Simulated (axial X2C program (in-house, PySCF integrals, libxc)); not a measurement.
NaV⁺: cheaper levels and CCSD(T), two-component

Computed with an in-house all-electron X2C program for linear molecules (integrals from PySCF). Two-component (2c) means X2C with spin–orbit coupling and atomic mean-field two-electron Coulomb and Gaunt terms. Basis: V dyall-cv3z [10s10p6d4f2g], Na dyall-cv3z [9s8p5d2f] (cores contracted in-house); Gaussian nuclei, density fitting, unrestricted open shells. Masses: V 50.944 u, Na 22.990 u.

State: Ω = 1/2 (⟨Sz⟩ = 2.50, ⟨Lz⟩ = -2.00 at HF); fragments V + Na+.

```csv
level,Re (Å),ωe (cm⁻¹)
PBE0,3.211,122.1
HF,3.333,119.4
MP2,3.201,131.6
CCSD,3.205,131.8
B97-3,3.254,109.5
```

Correlated methods: 13 electrons correlated (number of frozen shells: V 3 s, 2 p; Na 1 s), 303 virtual spin orbitals or spinors in MP2, 90 natural virtuals in coupled cluster.

CCSD(T), same Hamiltonian and basis:

Re = 3.198 Å, ωe = 132.8 cm⁻¹; T1 = 0.019 (Lee–Taylor normalisation).

(1) Give the differences from CCSD(T) in the columns below.

Occupations by symmetry block were frozen at the best pattern of an incomplete PBE0 search. De is not given where an atomic determinant may have missed its ground term or J level, or where the truncated virtual space spoils (T). Density functionals use the spin component along the axis (collinear). CCSD and (T) use frozen natural virtuals with an MP2 correction for the truncation; (T) itself is uncorrected, so its De runs slightly low. Without a current term, density functionals place determinants with orbital angular momentum somewhat too high. With several unpaired electrons one determinant need not be a pure state. The outer-core s and p shells of the metal are frozen in the correlated rows, which leaves out core–valence correlation; for alkali and alkaline-earth bonds that tends to lengthen them. The lowest spin-free determinant has another configuration (M_S = 5/2, Λ = 0), so the order of states is uncertain and this need not be the ground state.

## Answers

(1) 

| level | ΔRe (Å) | Δωe (cm⁻¹) |
| --- | --- | --- |
| PBE0 | 0.013 | -10.7 |
| HF | 0.135 | -13.4 |
| MP2 | 0.003 | -1.2 |
| CCSD | 0.007 | -1.0 |
| B97-3 | 0.056 | -23.3 |
